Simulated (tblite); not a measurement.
Cl$_{3}$Lu (SMILES [Cl][Lu]([Cl])[Cl]), singlet, geometry from GFN2-xTB (such geometries of metal compounds can be far from the true shape); GFN1-xTB in tblite.

tblite was given this input:
```
$ tblite run mol.xyz --method gfn1 --charge 0 --spin 0 --efield 0,0,0.1 --json tblite.json --no-restart

# file mol.xyz
4

Lu     0.11745897     0.35785999     0.22337050
Cl     1.81101761    -0.79670120    -0.87104379
Cl    -0.88627084    -1.35131577     1.43586369
Cl    -1.41531070     0.65342525    -1.49772024
```

What the program printed (banner, timings and long lists left out):

```
xTB calculator
 | screened Coulomb repulsion
 | Coulomb electrostatics
 |  * isotropic Klopman-Ohno-Mataga-Nishimoto electrostatics
 |  * onsite third-order electrostatics
 | DFT-D3(BJ) dispersion correction
 | Interactions (1)
 | [1] electric field

halogen bonding energy    0.0000000000000E+00 Eh
repulsion energy          2.3137821705307E-02 Eh
dispersion energy        -1.8865392466299E-03 Eh
interaction energy        0.0000000000000E+00 Eh
number of electrons       2.4000000000000E+01 e
integral cutoff           3.5723826613877E+01 bohr

------------------------------------------------------------
  cycle        total energy    energy error   density error
------------------------------------------------------------
      1     -13.52637952685  -1.3547631E+01   5.3373179E-01
      2     -13.79507553768  -2.6869601E-01   3.0334587E-01
      3     -13.34468878252   4.5038676E-01   4.3056327E-01
      4     -13.84819876817  -5.0350999E-01   1.1105874E-01
      5     -13.76482275555   8.3376013E-02   1.4346479E-01
      6     -13.84996014237  -8.5137387E-02   3.6650928E-02
      7     -13.84876033205   1.1998103E-03   3.8449260E-02
      8     -13.85031730432  -1.5569723E-03   3.1503266E-02
      9     -13.85069968236  -3.8237804E-04   2.9491860E-02
     10     -13.85178669840  -1.0870160E-03   2.0005881E-02
     11     -13.85258709522  -8.0039682E-04   8.2836595E-03
     12     -13.85273418733  -1.4709211E-04   3.6643061E-03
     13     -13.85276542853  -3.1241202E-05   1.6773672E-03
     14     -13.85277368177  -8.2532364E-06   3.9802039E-04
     15     -13.85277414306  -4.6129824E-07   1.1713617E-04
     16     -13.85277418515  -4.2083881E-08   1.6057437E-05
------------------------------------------------------------

electronic energy        -1.3874025467607E+01 Eh
total energy             -1.3852774185148E+01 Eh

Post processing:
 | Mayer-Wiberg bond orders

[Info] JSON dump of results written to 'tblite.json'
```
